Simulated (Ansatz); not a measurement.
Species: InH₃, charge 0, multiplicity 1. 
Structure (B3LYP-D3(BJ)/def2-TZVP (Ansatz, an electronic-structure program) minimum search):
```
In
H 1 1.7306
H 1 1.7306 2 120.00
H 1 1.7306 2 120.00 3 -180.00
```
Charge 0, spin multiplicity 1.

Basis-set convergence of Hartree-Fock and CCSD(T) correlation energies (hartree) with Ansatz. Cores are frozen in the correlated levels unless marked. Spin-orbit coupling is left out. The frozen core is the preceding noble-gas configuration, with the filled d and f shells of earlier blocks. In def2 rows, elements after Kr have scalar-relativistic effective core potentials.

```
basis        functions       E(HF)  E(corr, CCSD(T))
-----------  ---------  ----------  ----------------
def2-SVPD           56  -190.90584          -0.09904
def2-TZVPPD        107  -190.91411          -0.11103
def2-QZVPPD        187  -190.91570          -0.11460
```

Extrapolating the two largest sets (X = 3 and 4) as X^-3: E(corr) = (64·(-0.11460) - 27·(-0.11103))/37 = -0.1172 Eh, an estimate of the basis-set limit. The largest set recovers 97.8 % of it, the smallest 84.5 %.
